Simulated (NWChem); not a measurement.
Program: NWChem. System: H$_{2}$Se, charge 0, spin multiplicity 1, at a geometry optimised with PBE0/def2-SVP. Level: MP2/def2-SVP, 9 core orbitals frozen, spin-restricted.

Job file:

```
start mol
memory heap 200 mb stack 900 mb global 1100 mb
geometry units angstroms nocenter noautoz noautosym
  Se     0.000000     0.000000     0.057076
  H      1.050246     0.000000    -0.970291
  H     -1.050246     0.000000    -0.970291
end
basis spherical
  * library def2-svp
end
scf
  rhf
  nopen 0
  maxiter 100
  thresh 1e-7
  semidirect memsize 60000000 filesize 0
end
mp2
  freeze core 9
end
task mp2 energy
```

Output (cleaned and shortened):

```
             Northwest Computational Chemistry Package (NWChem) 7.3.0
             --------------------------------------------------------

                                NWChem Input Module
                                -------------------

 Scaling coordinates for geometry "geometry" by  1.889725989
 (inverse scale =  0.529177249)

                             Geometry "geometry" -> ""
                             -------------------------

 Output coordinates in angstroms (scale by  1.889725989 to convert to a.u.)

  No.       Tag          Charge          X              Y              Z
 ---- ---------------- ---------- -------------- -------------- --------------
    1 Se                  34.0000     0.00000000     0.00000000     0.05707600
    2 H                    1.0000     1.05024600     0.00000000    -0.97029100
    3 H                    1.0000    -1.05024600     0.00000000    -0.97029100

 Effective nuclear repulsion energy (a.u.)      24.7444849950

            Nuclear Dipole moment (a.u.)
            ----------------------------
        X                 Y               Z
 ---------------- ---------------- ----------------
     0.0000000000     0.0000000000     0.0000037795


 Summary of "ao basis" -> "" (spherical)
 ------------------------------------------------------------------------------
       Tag                 Description            Shells   Functions and Types
 ---------------- ------------------------------  ------  ---------------------
 *                          def2-svp                  on all atoms

 Summary of "ao basis" -> "ao basis" (spherical)
 ------------------------------------------------------------------------------
       Tag                 Description            Shells   Functions and Types
 ---------------- ------------------------------  ------  ---------------------
 Se                         def2-svp                12       32   5s4p3d
 H                          def2-svp                 3        5   2s1p

                                 NWChem SCF Module
                                 -----------------

  ao basis        = "ao basis"
  functions       =    42
  atoms           =     3
  closed shells   =    18
  open shells     =     0
  charge          =   0.00
  wavefunction    = RHF
  use symmetry    = F
  symmetry adapt  = F

 Summary of "ao basis" -> "ao basis" (spherical)
 ------------------------------------------------------------------------------
       Tag                 Description            Shells   Functions and Types
 ---------------- ------------------------------  ------  ---------------------
 Se                         def2-svp                12       32   5s4p3d
 H                          def2-svp                 3        5   2s1p

 Forming initial guess at       0.0s

      Superposition of Atomic Density Guess
      -------------------------------------

 Sum of atomic energies:       -2400.51034325

      Non-variational initial energy
      ------------------------------

 Total energy =   -2400.655561
 1-e energy   =   -3392.968820
 2-e energy   =     967.568774
 HOMO         =      -0.288082
 LUMO         =       0.071597

 Starting SCF solution at       0.3s

 ----------------------------------------------
         Quadratically convergent ROHF

 Convergence threshold     :          1.000E-07
 Maximum no. of iterations :          100
 Final Fock-matrix accuracy:          1.000E-09
 ----------------------------------------------

              iter       energy          gnorm     gmax       time
             ----- ------------------- --------- --------- --------
                 1    -2400.6888917873  3.53D-01  1.83D-01      0.3
                 2    -2400.7038223577  1.11D-01  5.66D-02      0.3
                 3    -2400.7052180455  1.03D-02  5.16D-03      0.3
                 4    -2400.7052297901  7.36D-05  2.84D-05      0.3
                 5    -2400.7052297907  2.17D-09  6.98D-10      0.3

       Final RHF  results
       ------------------

         Total SCF energy =  -2400.705229790713
      One-electron energy =  -3394.105918133648
      Two-electron energy =    968.656203347963
 Nuclear repulsion energy =     24.744484994972

        Time for solution =      0.0s

             Final eigenvalues
             -----------------

              1
    1 -460.7963
    2  -60.6236
    3  -54.2404
    4  -54.2398
    5  -54.2390
    6   -8.9048
    7   -6.6430
    8   -6.6401
    9   -6.6338
   10   -2.6338
   11   -2.6316
   12   -2.6245
   13   -2.6212
   14   -2.6204
   15   -0.9239
   16   -0.5510
   17   -0.4738
   18   -0.3557
   19    0.1435
   20    0.1571
   21    0.4596
   22    0.4659
   23    0.5265
   24    0.6253
   25    0.6514
   26    0.6565
   27    0.7223
   28    0.7957

                       ROHF Final Molecular Orbital Analysis
                       -------------------------------------

 Vector   16  Occ=2.000000D+00  E=-5.510272D-01
              MO Center=  2.4D-13, -7.5D-16, -5.3D-01, r^2= 1.8D+00
   Bfn.  Coefficient  Atom+Function         Bfn.  Coefficient  Atom+Function
  ----- ------------  ---------------      ----- ------------  ---------------
    12      0.367426  1 Se px                33      0.313641  2 H  s
    38     -0.313641  3 H  s                 15      0.268000  1 Se px
     9     -0.239818  1 Se px

 Vector   17  Occ=2.000000D+00  E=-4.738457D-01
              MO Center= -1.1D-14,  2.0D-15,  6.5D-02, r^2= 1.9D+00
   Bfn.  Coefficient  Atom+Function         Bfn.  Coefficient  Atom+Function
  ----- ------------  ---------------      ----- ------------  ---------------
    14      0.408211  1 Se pz                17      0.370436  1 Se pz
     4      0.331063  1 Se s                  5      0.290786  1 Se s
    11     -0.263801  1 Se pz                 3     -0.229799  1 Se s
    33     -0.221094  2 H  s                 38     -0.221094  3 H  s

 Vector   18  Occ=2.000000D+00  E=-3.557028D-01
              MO Center= -1.6D-14, -6.5D-15,  2.9D-02, r^2= 1.7D+00
   Bfn.  Coefficient  Atom+Function         Bfn.  Coefficient  Atom+Function
  ----- ------------  ---------------      ----- ------------  ---------------
    16      0.637896  1 Se py                13      0.500533  1 Se py
    10     -0.319367  1 Se py

 Vector   19  Occ=0.000000D+00  E= 1.435113D-01
              MO Center= -3.4D-12,  2.7D-16, -3.5D-01, r^2= 3.4D+00
   Bfn.  Coefficient  Atom+Function         Bfn.  Coefficient  Atom+Function
  ----- ------------  ---------------      ----- ------------  ---------------
    15      1.151810  1 Se px                34     -0.962337  2 H  s
    39      0.962337  3 H  s                 12      0.253074  1 Se px
    33     -0.203721  2 H  s                 38      0.203721  3 H  s
     9     -0.195449  1 Se px

 Vector   20  Occ=0.000000D+00  E= 1.571339D-01
              MO Center=  2.7D-12, -1.4D-16, -8.6D-01, r^2= 3.9D+00
   Bfn.  Coefficient  Atom+Function         Bfn.  Coefficient  Atom+Function
  ----- ------------  ---------------      ----- ------------  ---------------
     5      1.261583  1 Se s                 34     -1.230500  2 H  s
    39     -1.230500  3 H  s                 17     -1.116099  1 Se pz
     4      0.337903  1 Se s                  3     -0.241295  1 Se s
    14     -0.192186  1 Se pz                11      0.151532  1 Se pz

 Vector   21  Occ=0.000000D+00  E= 4.596226D-01
              MO Center=  2.3D-13,  4.4D-17, -7.5D-01, r^2= 3.9D+00
   Bfn.  Coefficient  Atom+Function         Bfn.  Coefficient  Atom+Function
  ----- ------------  ---------------      ----- ------------  ---------------
    34      1.085153  2 H  s                 39     -1.085153  3 H  s
    33     -0.519555  2 H  s                 38      0.519555  3 H  s
    31     -0.471374  1 Se d  1              12     -0.336845  1 Se px

 center of mass
 --------------
 x =   0.00000000 y =   0.00000000 z =   0.05950663

 moments of inertia (a.u.)
 ------------------
           7.408171067989           0.000000000000           0.000000000000
           0.000000000000          15.347702396329           0.000000000000
           0.000000000000           0.000000000000           7.939531328340

  Mulliken analysis of the total density
  --------------------------------------

    Atom       Charge   Shell Charges
 -----------   ------   -------------------------------------------------------
    1 Se  34    34.09   2.00  2.00  2.00  1.30  0.55  6.00  5.98  1.90  2.29  8.21  1.75  0.10
    2 H    1     0.96   0.69  0.24  0.03
    3 H    1     0.96   0.69  0.24  0.03

       Multipole analysis of the density wrt the origin
       ------------------------------------------------

     L   x y z        total         open         nuclear
     -   - - -        -----         ----         -------
     0   0 0 0     -0.000000      0.000000     36.000000

     1   1 0 0     -0.000000      0.000000      0.000000
     1   0 1 0      0.000000      0.000000      0.000000
     1   0 0 1     -0.377233      0.000000      0.000004

     2   2 0 0    -13.009811      0.000000      7.877887
     2   1 1 0      0.000000      0.000000      0.000000
     2   1 0 1      0.000000      0.000000      0.000000
     2   0 2 0    -16.476387      0.000000      0.000000
     2   0 1 1     -0.000000      0.000000      0.000000
     2   0 0 2    -13.912239      0.000000      7.119595

                   NWChem MP2 Semi-direct Energy/Gradient Module
                   ---------------------------------------------

  Basis functions       =     42
  Molecular orbitals    =     42
  Frozen core           =      9
  Frozen virtuals       =      0
  Active alpha occupied =      9
  Active beta occupied  =      9
  Active alpha virtual  =     24
  Active beta virtual   =     24
  Use MO symmetry       = F
  Use skeleton AO sym   = F

  AO/Fock/Back tols     =   1.0D-09  1.0D-09  1.0D-09

 GA uses MA = F    GA memory limited = T

 Available:
  local mem=  1.26D+08
 global mem=  1.44D+08
 local disk=  0.00D+00
  mp2_memr nvloc                    24
  nvloc new                    24
   1 passes of   9:        2097152                       9106                    666240.
   1 passes of   9: M    126153968           G      144175672           F     124056816.

 Semi-direct pass number   1 of   1  for RHF alpha+beta  at        0.3s
  vrange nnbf                   903
  mp2_eaftype                    10  avail_ma_in_mb                  1099
 EAF : mp2_eaftype filesize          10     333120.
  mp2_eaf for mointskh                     10
Node 0 wrote      1.6 Mb in      0.0 s     Agg I/O rate:  1342.7 Mb/s
 Done moints_semi at        1.1s
  mp2_eaftype                    10  avail_ma_in_mb                  1089
 EAF : mp2_eaftype filesize          10     333120.
  mp2_eaf for kh                    10
 Done maket at        1.2s
 Done multipass loop at        1.2s

          -------------------------------------------
          SCF energy               -2400.705229790713
          Correlation energy          -0.247732577798
          Singlet pairs               -0.141312397384
          Triplet pairs               -0.106420180413
          Total MP2 energy         -2400.952962368511
          -------------------------------------------

          ---------------------------------------------------
                    Spin Component Scaled (SCS) MP2
          Same spin pairs                     -0.070946786942
          Same spin scaling factor             0.333333333333
          Opposite spin pairs                 -0.176785790855
          Opposite spin scaling fact.          1.200000000000
          SCS-MP2 correlation energy          -0.235791878007
          Total SCS-MP2 energy             -2400.941021668720
          ---------------------------------------------------

 -----------------------
 Performance information
 -----------------------

 Timer overhead =  1.99D-07 seconds/call

               Nr. of calls         CPU time (s)                 Wall time (s)                GFlops
             ---------------    -------------------     ------------------------------   -------------------
Name         Min   Avg   Max    Min     Avg     Max     Min     Avg     Max   Mx/calls   Min     Max     Sum
mp2: moin     1     1     1   0.81    0.81    0.81     0.81    0.81    0.81    0.81      0.0     0.0     0.0
mp2: make     1     1     1   2.47E-2 2.47E-2 2.47E-2  2.47E-2 2.47E-2 2.47E-2 2.47E-2   0.0     0.0     0.0
mp2: tota     1     1     1   0.85    0.85    0.85     0.85    0.85    0.85    0.85      0.0     0.0     0.0

 The average no. of pstat calls per process was 3.00D+00
 with a timing overhead of 5.96D-07s

 Task  times  cpu:        1.1s     wall:        1.1s

 Total times  cpu:        1.2s     wall:        1.2s
```
